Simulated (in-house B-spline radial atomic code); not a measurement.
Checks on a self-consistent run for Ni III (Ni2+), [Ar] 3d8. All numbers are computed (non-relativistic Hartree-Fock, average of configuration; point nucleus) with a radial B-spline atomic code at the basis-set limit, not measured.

```json
{"orbital": "1s", "q": "2", "ε (Eh)": "-306.34112", "<1/r>": "27.5164", "<r²>": "0.00402647"}
{"orbital": "2s", "q": "2", "ε (Eh)": "-38.62711", "<1/r>": "5.9827", "<r²>": "0.0719335"}
{"orbital": "2p", "q": "6", "ε (Eh)": "-33.65498", "<1/r>": "5.91251", "<r²>": "0.0572968"}
{"orbital": "3s", "q": "2", "ε (Eh)": "-5.59563", "<1/r>": "1.87296", "<r²>": "0.648708"}
{"orbital": "3p", "q": "6", "ε (Eh)": "-3.99324", "<1/r>": "1.74241", "<r²>": "0.724627"}
{"orbital": "3d", "q": "8", "ε (Eh)": "-1.40829", "<1/r>": "1.39633", "<r²>": "1.14903"}
```

Electron-electron repulsion V_ee = 567.6909 hartree, kinetic energy T = 1505.9743 hartree.

Q: What total energy follows from the eigenvalues?

A: The eigenvalues count the repulsion twice, so E = Σqε - V_ee = -938.283 - 567.691 = -1505.974 hartree; the run printed -1505.974.

Q: What is the virial ratio?

A: -V/T = (T - E)/T = 2.000000; at the Hartree-Fock limit it is 2.

Q: What diamagnetic shielding (Lamb formula) and susceptibility (Langevin formula) do the radii give?

A: σ = (α²/3)Σq<1/r> = 127.844/(3·137.036²) = 2269.3 ppm, and χ = -0.79199×10⁻⁶·Σq<r²> = -12.14×10⁻⁶ cm³/mol with Σq<r²> = 15.333 bohr². Both are non-relativistic formulas without the paramagnetism of open shells.
